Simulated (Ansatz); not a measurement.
System: CBrF2 (charge 0, doublet). It need not be the lowest isomer of its formula. 
Coordinates optimised at B3LYP-D3(BJ)/def2-TZVP (Ansatz, an electronic-structure program):
```xyz
4

C     -0.9787    -0.0231    -0.1195
F     -1.5361    -0.6673     0.8898
F     -1.4489     1.2092    -0.1878
Br     0.9354    -0.1354    -0.1600
```
Charge 0, spin multiplicity 2.

Computed values are from Ansatz. Correlated levels leave the core frozen unless marked. UHF or UKS for open shells. Spin-orbit coupling is left out. Frozen are the shells of the preceding noble gas and the d and f shells that filled before the atom's block. No relativistic terms. CBS marks a two-point X^-3 extrapolation of the correlation energy; Hartree-Fock from the larger set. The bracket is a focal-point correction in the basis named.

### Question
What is the dipole moment at CCSD(T)/aug-cc-pVDZ?

### Answer
0.43 D.

### Question
What is the total energy at RI-MP2/CBS(cc-pVTZ,cc-pVQZ)+[CCSD(T)-MP2]/cc-pVTZ?

### Answer
-2810.2247 Eh.

### Question
What is the T1 diagnostic at CCSD/cc-pVTZ?

### Answer
0.015.

### Question
What is the atomisation energy De at RI-MP2/CBS(cc-pVTZ,cc-pVQZ)+[CCSD(T)-MP2]/cc-pVTZ?

### Answer
294.1 kcal/mol.

### Question
What is the vertical ionisation energy (to the singlet) at RI-MP2/CBS(aug-cc-pVTZ,aug-cc-pVQZ)+[CCSD(T)-MP2]/aug-cc-pVDZ?

### Answer
9.79 eV.
